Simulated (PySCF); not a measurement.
## From computed data to an observable: dipole moment from atomic charges

SiFCl₃, SMILES F[Si](Cl)(Cl)Cl. Atoms are numbered in the order given.

```xyz
5

F      0.0000     0.0000     1.8522
Si     0.0000     0.0000     0.2454
Cl     1.6756     0.9674    -0.3942
Cl    -1.6756     0.9674    -0.3942
Cl     0.0000    -1.9348    -0.3942
```
Charge 0, spin multiplicity 1.

Geometry optimised at B3LYP-D3(BJ)/def2-SVP.

Charges (e) from ωB97X/def2-TZVP run with PySCF:

```tsv
atom	Mulliken	IAO
F1	-0.273	-0.521
Si2	0.738	1.358
Cl3	-0.155	-0.279
Cl4	-0.155	-0.279
Cl5	-0.155	-0.279
```

The dipole moment of the full density is 0.62 D.

Q: What dipole moment does each set of point charges give, and which comes closer to that of the density?

A: 
μ = Σ q r, and 1 e Å = 4.8032 D.
Mulliken: Σ q r = (0.000, 0.000, -0.141) e Å, |μ| = 0.68 D.
IAO: Σ q r = (0.000, 0.000, -0.302) e Å, |μ| = 1.45 D.
Mulliken comes closer in size. Point charges leave out the atoms' own dipoles (lone pairs, polarised bonds); fits to the potential absorb them, partitions of the density don't.
